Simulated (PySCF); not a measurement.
OPb, SMILES [Pb]=[O] (connectivity only; charge and spin as stated), neutral, multiplicity 1. The structure is a stationary point at B3LYP-D3(BJ)/def2-TZVP. The def2 effective core potentials stand for the cores of Pb; spin–orbit coupling is left out.

Level of theory: B3LYP-D3(BJ)/def2-TZVP (PySCF).

Harmonic wavenumbers (cm⁻¹): 760. Rotational constants (GHz): 9.215 (linear); symmetry number 1.

**Question.** Work out the zero-point energy and the ideal-gas rigid-rotor harmonic-oscillator thermochemistry at 298.15 K and 1 atm.

**Answer.** ZPE = ½ Σ hcν = ½ × 760 cm⁻¹ = 4.55 kJ/mol. H − E(el) = 13.46 kJ/mol. Entropy in J/(mol K): translation 176.19, rotation 62.47, vibration 1.01, total 239.68. G − E(el) = -58.00 kJ/mol. Cp = 32.11 J/(mol K).
